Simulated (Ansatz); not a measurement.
Program: Ansatz 0.2.0.

`C=C[SiH2]O[SiH](F)F` at its PBE0-D4/def2-TZVP geometry, where that method's forces vanish. The species carries charge 0 and has multiplicity 1.

| atom | x (Å) | y (Å) | z (Å) |
| --- | --- | --- | --- |
| C1 | 1.2338 | -0.2330 | -1.6340 |
| C2 | 0.3784 | 0.7854 | -1.6192 |
| Si3 | -0.9491 | 1.0086 | -0.3510 |
| O4 | -0.9015 | -0.2237 | 0.7409 |
| Si5 | -0.2900 | -1.0153 | 1.9857 |
| F6 | 0.8421 | -2.0035 | 1.4841 |
| F7 | 0.4018 | -0.0116 | 2.9942 |
| H8 | 2.0027 | -0.3257 | -2.3956 |
| H9 | 1.2072 | -1.0205 | -0.8868 |
| H10 | 0.4628 | 1.5411 | -2.4002 |
| H11 | -2.2944 | 0.9861 | -0.9775 |
| H12 | -0.7774 | 2.2974 | 0.3684 |
| H13 | -1.3163 | -1.7852 | 2.6910 |

Question: For each bond, give half the difference of the two atoms' forces along it (eV/Å; positive pushes the atoms apart) under PBE-D4, r2SCAN-D4, B3LYP-D4, ωB97M-V in def2-TZVPP. (Estimate.)

Answer: The calculation gave: 
```
   bond  length (Å)  PBE-D4  r2SCAN-D4  B3LYP-D4  ωB97M-V
  C1–C2       1.330    0.37       0.22      0.13     0.02
  C1–H8       1.086    0.01      -0.07     -0.09    -0.06
  C1–H9       1.086    0.02      -0.05     -0.09    -0.04
 C2–Si3       1.849   -0.18      -0.07      0.05     0.08
 C2–H10       1.090    0.05      -0.04     -0.08    -0.07
 Si3–O4       1.647    0.12      -0.01      0.09     0.09
Si3–H11       1.484    0.04      -0.02     -0.13    -0.17
Si3–H12       1.486    0.03      -0.02     -0.11    -0.16
 O4–Si5       1.597    0.14       0.06      0.03     0.08
 Si5–F6       1.584    0.43       0.04      0.17     0.14
 Si5–F7       1.582    0.43       0.04      0.19     0.14
Si5–H13       1.464   -0.12      -0.07     -0.20    -0.27
```

B3LYP here is the variant with VWN-RPA as its local correlation; programs differ in this.
